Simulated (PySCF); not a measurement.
**Correlation energy of Cl³⁺ (chlorine, charge +3)**

[Ne] 3s2 3p2, high-spin 3P determinant. Computed with PySCF 2.14 in aug-cc-pVTZ-DK (6s5p3d2f, 50 functions), with scalar relativity by spin-free X2C-1e. Frozen: [Ne]; 4 electrons correlated.

| level | correlation energy (mhartree) |
| --- | --- |
| CCSD | -94.94 |
| (T) | -1.98 |
| CCSD(T) | -96.92 |
| CCSDT | -97.46 |

Diagnostics: T1 = 0.0072, D1 = 0.0186, largest double amplitude 0.102.

Cost of the coupled-cluster step: of the order of 1.9 core-seconds, for 4 correlated electrons.
